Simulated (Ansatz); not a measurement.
Reaction (cleavage of the Si–Si bond): `O[Si@H](Cl)[Si@H](F)Cl` + `[OH][GeH3]` → `O[SiH](Cl)[O][GeH3]` + `F[SiH2]Cl`

Calculated with Ansatz (gas phase, PBE0-D4/def2-TZVP geometries, no zero-point term in ΔE). CCSD(T)/CBS adds triple-zeta CCSD(T) − MP2 to the extrapolated MP2 energy (def2 sets, frozen cores). This one scheme is used for every species. Functionals use def2-TZVPP. For Ge outer-core shells are correlated without core-valence functions, which leaves a few kJ/mol of doubt a bond. Scalar relativity is left out up to krypton. Each species was taken in one conformer, which may not be the lowest.

| level | ΔE (kJ/mol) |
| --- | --- |
| r2SCAN-D4 | -148.0 |
| PBE0-D4 | -135.5 |
| ωB97M-V | -156.9 |
| B2PLYP | -156.8 |
| HF/def2-TZVPP | -181.0 |
| MP2/def2-TZVPP | -164.4 |
| SCS-MP2/def2-QZVPP | -165.4 |
| MP2/CBS(def2) | -161.6 |

**Question.** What does CCSD(T)/CBS give? (An estimate is asked.)

**Answer.** Ansatz gave: -155.6 kJ/mol. The listed levels differ from it by 7.6, 20.1, -1.3, -1.2, -25.4, -8.8, -9.8, -6.0 kJ/mol.

Largest T1 diagnostic among the species: 0.011.

In def2-TZVPP, CCSD(T) changes the Hartree–Fock value by +22.5 kJ/mol (the triples alone add +3.5 kJ/mol) and MP2 by +16.6 kJ/mol. From PBE to PBE0 (25 % exact exchange), in def2-TZVPP and without D4, ΔE moves by −12.7 kJ/mol.
